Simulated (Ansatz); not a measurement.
C₈H₂₀O₂Si, SMILES `CC(C)(C)O[SiH2]OC(C)(C)C` at its PBE0-D4/def2-TZVP geometry, where that method's forces vanish. The species carries charge 0 and has multiplicity 1.

```tsv
atom	x (Å)	y (Å)	z (Å)
C1	-1.7346	-2.9034	-0.9465
C2	-1.6613	-1.4461	-0.5156
C3	-2.8922	-0.6884	-0.9821
C4	-1.5137	-1.3404	0.9957
O5	-0.5512	-0.8328	-1.1767
Si6	1.0403	-0.8753	-0.8122
O7	1.4717	0.0575	0.4573
C8	1.6246	1.4768	0.5441
C9	2.9865	1.8507	-0.0218
C10	1.5501	1.8124	2.0235
C11	0.5141	2.1861	-0.2179
H12	-1.8091	-2.9701	-2.0337
H13	-0.8419	-3.4462	-0.6275
H14	-2.6066	-3.3937	-0.5075
H15	-3.7984	-1.1129	-0.5441
H16	-2.8234	0.3616	-0.6905
H17	-2.9738	-0.7373	-2.0696
H18	-0.6209	-1.8656	1.3445
H19	-1.4356	-0.2964	1.3044
H20	-2.3799	-1.7839	1.4919
H21	1.4679	-2.2397	-0.4148
H22	1.7052	-0.4293	-2.0617
H23	3.0484	1.5934	-1.0816
H24	3.7743	1.3140	0.5104
H25	3.1669	2.9234	0.0797
H26	0.5792	1.5210	2.4294
H27	2.3258	1.2734	2.5706
H28	1.6880	2.8838	2.1859
H29	-0.4651	1.8996	0.1699
H30	0.5436	1.9392	-1.2823
H31	0.6212	3.2688	-0.1211
```

Task: For each bond, give half the difference of the two atoms' forces along it (eV/Å; positive pushes the atoms apart) under PBE-D4, r2SCAN-D4, B3LYP-D4, ωB97M-V in def2-TZVPP. (Estimate.)

Result: Computed: 
```json
{"bond": "C1–C2", "length (Å)": "1.521", "PBE-D4": "0.00", "r2SCAN-D4": "0.04", "B3LYP-D4": "0.10", "ωB97M-V": "0.06"}
{"bond": "C1–H12", "length (Å)": "1.092", "PBE-D4": "0.10", "r2SCAN-D4": "-0.03", "B3LYP-D4": "-0.07", "ωB97M-V": "-0.06"}
{"bond": "C1–H13", "length (Å)": "1.092", "PBE-D4": "0.10", "r2SCAN-D4": "-0.04", "B3LYP-D4": "-0.08", "ωB97M-V": "-0.06"}
{"bond": "C3–H15", "length (Å)": "1.092", "PBE-D4": "0.09", "r2SCAN-D4": "-0.04", "B3LYP-D4": "-0.07", "ωB97M-V": "-0.06"}
{"bond": "C3–H17", "length (Å)": "1.092", "PBE-D4": "0.10", "r2SCAN-D4": "-0.03", "B3LYP-D4": "-0.07", "ωB97M-V": "-0.06"}
{"bond": "C4–H19", "length (Å)": "1.091", "PBE-D4": "0.10", "r2SCAN-D4": "-0.02", "B3LYP-D4": "-0.08", "ωB97M-V": "-0.05"}
{"bond": "O5–Si6", "length (Å)": "1.633", "PBE-D4": "0.19", "r2SCAN-D4": "-0.04", "B3LYP-D4": "0.01", "ωB97M-V": "0.06"}
{"bond": "Si6–O7", "length (Å)": "1.633", "PBE-D4": "0.19", "r2SCAN-D4": "-0.04", "B3LYP-D4": "0.01", "ωB97M-V": "0.06"}
{"bond": "Si6–H21", "length (Å)": "1.484", "PBE-D4": "-0.02", "r2SCAN-D4": "-0.05", "B3LYP-D4": "-0.14", "ωB97M-V": "-0.17"}
{"bond": "O7–C8", "length (Å)": "1.430", "PBE-D4": "0.25", "r2SCAN-D4": "0.28", "B3LYP-D4": "0.22", "ωB97M-V": "0.14"}
{"bond": "C8–C10", "length (Å)": "1.519", "PBE-D4": "0.01", "r2SCAN-D4": "0.04", "B3LYP-D4": "0.07", "ωB97M-V": "0.06"}
{"bond": "C9–H23", "length (Å)": "1.092", "PBE-D4": "0.10", "r2SCAN-D4": "-0.04", "B3LYP-D4": "-0.08", "ωB97M-V": "-0.06"}
{"bond": "C10–H27", "length (Å)": "1.092", "PBE-D4": "0.10", "r2SCAN-D4": "-0.03", "B3LYP-D4": "-0.07", "ωB97M-V": "-0.06"}
{"bond": "C10–H28", "length (Å)": "1.092", "PBE-D4": "0.09", "r2SCAN-D4": "-0.04", "B3LYP-D4": "-0.07", "ωB97M-V": "-0.06"}
```

B3LYP here is the variant with VWN-RPA as its local correlation; programs differ in this.
